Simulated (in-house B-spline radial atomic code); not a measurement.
A fraction x of an electron is removed from 2p in Al³⁺, starting from [He] 2s2 2p6 and keeping the highest spin. Method: scalar-relativistic (X2C) Hartree-Fock with fractional occupations, spin-polarised, spherical fractional occupations, Fermi nucleus of rms radius 3.061 fm. Calculated with a radial B-spline atomic code at the basis-set limit.

Caution: exact exchange at fractional occupations of open shells leaves self-interaction of up to several eV.

| x | E(x) - E(0) (eV) | 2p down level (eV) |
| --- | --- | --- |
| 0 | 0.0000 | -121.690 |
| 0.02 | 2.4377 | -122.080 |
| 0.16 | 19.7211 | -124.830 |
| 0.26 | 32.3031 | -126.813 |
| 0.41 | 51.5497 | -129.814 |
| 0.5 | 63.3146 | -131.631 |
| 0.58 | 73.9101 | -133.256 |
| 0.66 | 84.6359 | -134.891 |
| 0.77 | 99.5981 | -137.153 |
| 0.97 | 127.4433 | -141.309 |
| 1 | 131.6920 | -141.937 |

The exact functional would give a straight line between the two integer points. Deviations E(x) - E(0) - x[E(1) - E(0)], in eV: -0.196 at x = 0.02, -1.35 at x = 0.16, -1.937 at x = 0.26, -2.444 at x = 0.41, -2.531 at x = 0.5, -2.471 at x = 0.58, -2.281 at x = 0.66, -1.805 at x = 0.77, -0.298 at x = 0.97.

The curve lies below the straight line by up to 2.531 eV (at x = 0.5): with spherically averaged exact exchange in an open shell, this holds the self-interaction named above.

(1) How well does Slater's transition state (minus the level at half occupation) give the ionisation energy?

Results:

(1) It gives 131.631 eV against 131.692 eV from the two total energies; NIST lists 119.99 eV, ground level to ground level. The end point has an open shell averaged over its orbitals, so its exact exchange keeps a self-interaction and this is no true integer point.
